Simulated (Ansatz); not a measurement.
A nudged elastic band was laid between two geometries of ClGaH2 + ClH (6 atoms, charge 0, multiplicity 1).

Level of theory: Ansatz, RHF/def2-SVP.

```yaml
movable_images: 7
climbing_image: yes
spring: 5.0 eV/Å²
optimiser: quadratic models (default)
start_path: through a guess of the saddle point
force_threshold: 0.05 eV/Å
iteration_limit: 60
end_points: relaxed
```

Initial state:

```xyz
6
Properties=species:S:1:pos:R:3
Ga -0.171 0.332 0.090
H -0.323 1.226 1.357
Cl 1.900 -0.062 -0.527
H -1.261 -0.140 -0.917
Cl -0.003 -2.303 1.610
H 1.191 -2.365 1.161
```

Final state:

```xyz
6
Properties=species:S:1:pos:R:3
Ga 0.034 -0.830 -0.540
H 0.334 0.555 2.340
Cl 1.928 -0.052 -1.186
H -1.283 -0.038 -0.722
Cl 0.077 -2.790 0.338
H 0.242 -0.158 2.544
```

(1) Which bonds break or form, and what moves?

(2) What energy profile does the band end with?

(3) What is the geometry of the highest image?

The band took 12 iterations and of the order of 2.2 core-minutes.

Results:

(1) Bonds broken: Ga1–H2, Cl5–H6. Bonds formed: Ga1–Cl5, H2–H6. ClGaH2 + ClH becomes Cl2GaH + H2.

(2) The forces met the threshold. The highest image is number 5 of 0 to 8, 25.6 kcal/mol above the first end and 43.3 kcal/mol above the last; the last end lies 17.7 kcal/mol below the first. Neighbouring images differ by up to 1.4 eV, so the band resolves the path poorly. A vibrational analysis at the climbing image gives one clearly imaginary mode, 1557i cm⁻¹: a first-order saddle point. The orbitals stay closed-shell, which can raise the energy where a bond breaks towards radicals; this wasn't checked here.

| image | path coordinate (Å) | energy (kcal/mol) | Ga1–H2 (Å) | Cl5–H6 (Å) | Ga1–Cl5 (Å) |
| --- | --- | --- | --- | --- | --- |
| 0 | 0.00 | 0.0 | 1.56 | 1.28 | 3.05 |
| 1 | 0.68 | 0.7 | 1.56 | 1.27 | 3.09 |
| 2 | 1.36 | 1.2 | 1.56 | 1.28 | 3.05 |
| 3 | 2.03 | 1.8 | 1.57 | 1.27 | 3.01 |
| 4 | 2.71 | 7.1 | 1.58 | 1.28 | 2.87 |
| 5 | 3.39 | 25.6 | 1.71 | 1.54 | 2.50 |
| 6 | 4.07 | -7.1 | 2.09 | 2.20 | 2.22 |
| 7 | 4.75 | -16.9 | 2.62 | 2.90 | 2.16 |
| 8 | 5.42 | -17.7 | 3.21 | 3.44 | 2.15 |

(3) 
```xyz
6
Properties=species:S:1:pos:R:3
Ga 0.091 -0.217 -0.053
H 0.170 0.147 1.614
Cl 2.008 0.124 -0.961
H -1.281 -0.047 -0.744
Cl 0.159 -2.381 1.195
H 0.185 -0.939 1.723
```

Run time: 2.2 min on 1 thread of Arm Neoverse V1, on a shared host, peak memory 0.17 GiB.
